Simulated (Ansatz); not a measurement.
**Worked example: CH6O3Si + SiH(OH)2(SiH3) → CH8O2Si2 + SiH(OH)3**

Species: CH6O3Si `CO[SiH](O)O`, singlet; SiH(OH)2(SiH3), singlet; CH8O2Si2 `CO[SiH](O)[SiH3]`, singlet; SiH(OH)3, singlet. The partners trade OH for SiH3; both sit on Si, so the bond types are kept.

Shapes, held fixed at every level: PBE0-D4/def2-TZVP. Flexible molecules stand in one conformer, not always the lowest. Programs: Ansatz 0.2.0. The zero-point and thermal change to 298 K, harmonic and unscaled (PBE0-D4/def2-TZVP), is -0.1 kJ/mol.

At CCSD(T)/CBS estimate; 1 Eh = 2625.50 kJ/mol:

| species | energy (Eh) |
| --- | --- |
| CH6O3Si | -556.410632 |
| SiH(OH)2(SiH3) | -732.205579 |
| CH8O2Si2 | -771.445421 |
| SiH(OH)3 | -517.171670 |

Work out ΔH(298 K) of the reaction at this level.


1. Products less reactants: (-771.445421) + (-517.171670) − [(-556.410632) + (-732.205579)] = -0.000880 Eh = -2.3 kJ/mol.
2. With the thermal change: -2.3 + (-0.1) = -2.4 kJ/mol.

Other levels give -2.2 (SPW92/def2-TZVPP) to -1.3 kJ/mol (HF/def2-TZVPP). No measured value is set beside it here. The CBS estimate extrapolates MP2 from def2-TZVPP and def2-QZVPP and adds CCSD(T) − MP2 in the triple-zeta set, cores frozen.
